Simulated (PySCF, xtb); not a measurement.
VOCl, SMILES [O]=[V][Cl] (connectivity only; charge and spin as stated), neutral, multiplicity 3.

Harmonic wavenumbers (cm⁻¹) from GFN2-xTB (xtb 6.7.1) at its own minimum, in rising order: 181, 396, 1014.

What does B3LYP-D3(BJ)/def2-TZVP in PySCF 2.14.0 give at its own minimum? (An estimate is asked for; the answer gives what the named calculation found.)

84, 397, 1064. Paired by order, the mean absolute difference is 49 cm⁻¹ and the zero-point energies are 2.3 and 2.2 kcal/mol.
